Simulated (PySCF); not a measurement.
## Electron correlation in Nb²⁺ (niobium, charge +2)

[Kr] 4d2 5s1, high-spin 4F determinant (an excited configuration). Calculation: PySCF 2.14, in x2c-TZVPPall; the spin-free X2C one-electron Hamiltonian (Gaussian nucleus). Frozen: [Ar] 3d10; 11 electrons correlated.

```csv
level,correlation energy (mhartree)
CCSD,-261.54
(T),-5.81
CCSD(T),-267.35
```

Diagnostics: T1 = 0.0063, D1 = 0.0222, largest double amplitude 0.024.

Task: Is a single reference adequate?

Result: Yes, within this model without spin-orbit coupling: T1 lies below 0.03 and no double amplitude reaches 0.07.

This basis was not built for core-valence correlation, so the inner-shell part is incomplete.
